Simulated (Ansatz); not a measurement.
Cost and result for the atomization energy of `N[Si]1([AlH2])CO1` (11 atoms, 11 bonds).

```tsv
atom	x (Å)	y (Å)	z (Å)
N1	-0.5298	-1.7431	0.2601
Si2	-0.0638	-0.1499	-0.1280
Al3	-0.6047	1.4882	1.5981
C4	1.1922	0.1176	-1.4085
O5	-0.2186	0.4206	-1.6985
H6	-1.3316	-1.9223	0.8415
H7	-0.3013	-2.5337	-0.3215
H8	0.1293	2.8931	1.5910
H9	-1.6804	1.1597	2.7217
H10	1.5676	-0.7204	-1.9969
H11	1.8409	0.9902	-1.4590
```

Total charge 0; spin multiplicity 1. The geometry is a stationary point of PBE0-D4/def2-TZVP. It is one conformer, not always the lowest. Program: Ansatz. All runs use 4 threads of an Arm Neoverse V1 on a shared host. Times are those of one run each, without the atoms' runs, and a repeat can differ threefold. Electronic energies, without spin–orbit coupling; frozen cores. CCSD(T)/CBS adds CCSD(T) − MP2 in def2-TZVPP to the MP2 limit, and its time is that of the two runs behind it. T1 = 0.014. B3LYP takes the VWN-RPA correlation (the form of Gaussian; ORCA's B3LYP/G).

CCSD(T)/CBS is a level of theory with its own doubt, some kJ/mol a heavy atom from the limit and from the frozen cores, so smaller differences don't rank the functionals.

```csv
level,functions,wall time
PBE-D4/def2-TZVPP (with forces),261,2.9 s
PBE0-D4/def2-TZVPP,261,3.8 s
r2SCAN-D4/def2-TZVPP (with forces),261,6 s
B3LYP-D4/def2-TZVPP (with forces),261,6 s
B2PLYP/def2-TZVPP,261,7 s
ωB97X-V/def2-TZVPP,261,9.5 s
ωB97M-V/def2-TZVPP (with forces),261,14 s
MP2/def2-QZVPP,491,28 s
CCSD(T)/def2-TZVPP,261,2.8 min
CCSD(T)/CBS(def2),–,3.3 min
```

(1) What atomization energy does each give, and how far from CCSD(T)/CBS? (Estimate.)

Results:

(1) The calculation gave: 
```csv
level,atomization (kJ/mol),difference from CCSD(T)/CBS,per bond
PBE-D4/def2-TZVPP (with forces),3783.3,60.0,5.5
PBE0-D4/def2-TZVPP,3701.9,-21.4,-1.9
r2SCAN-D4/def2-TZVPP (with forces),3723.6,0.3,0.0
B3LYP-D4/def2-TZVPP (with forces),3713.4,-9.9,-0.9
B2PLYP/def2-TZVPP,3668.0,-55.3,-5.0
ωB97X-V/def2-TZVPP,3744.6,21.3,1.9
ωB97M-V/def2-TZVPP (with forces),3729.7,6.4,0.6
MP2/def2-QZVPP,3734.8,11.5,1.0
CCSD(T)/def2-TZVPP,3601.7,-121.6,-11.1
CCSD(T)/CBS(def2),3723.3,0.0,0.0
```

The D4 term adds +37.3 kJ/mol with B3LYP and +19.7 kJ/mol with PBE0; it sums over pairs of atoms, weighted by their polarisabilities, and B3LYP, whose exchange is more repulsive, gets the larger term. In def2-TZVPP, CCSD(T) changes the Hartree–Fock value by +1033.1 kJ/mol (the triples alone add +62.8 kJ/mol) and MP2 by +1093.1 kJ/mol; breaking electron pairs costs correlation energy, which Hartree–Fock lacks. From PBE to PBE0 (25 % exact exchange), in def2-TZVPP and without D4, the atomization energy moves by −78.0 kJ/mol: exact exchange takes away binding that semilocal exchange gives to molecules.
